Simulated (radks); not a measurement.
Results of a calculation; reference values are marked as such.
Effect of the nuclear size on the magnesium ion Mg9+, [He] 2s1. Code: a radial shooting solver on a logarithmic mesh with Libxc functionals. Model: Dirac Kohn-Sham, relativistic LDA (MacDonald-Vosko exchange, VWN5 correlation), spin-unpolarised, spherical densities, finite nucleus; Fermi nuclear charge, rms radius 3.057 fm. The rms radius is varied about that value; shifts are against it.

rms radius (fm),total energy shift (eV),density at nucleus (e/bohr^3),1s1/2 shift (meV)
2.7054,-0.000565,1144,-0.238
2.7941,-0.000429,1144,-0.181
3.057,0,1143,0.000
3.2832,0.000399,1142,0.169
3.5339,0.000875,1141,0.369

Slopes of the eigenvalues against <r^2> in GHz/fm^2, as finite differences over the two radii next to the reference (eigenvalue slopes, not the field-shift constants of lines): 1s1/2 28.4.
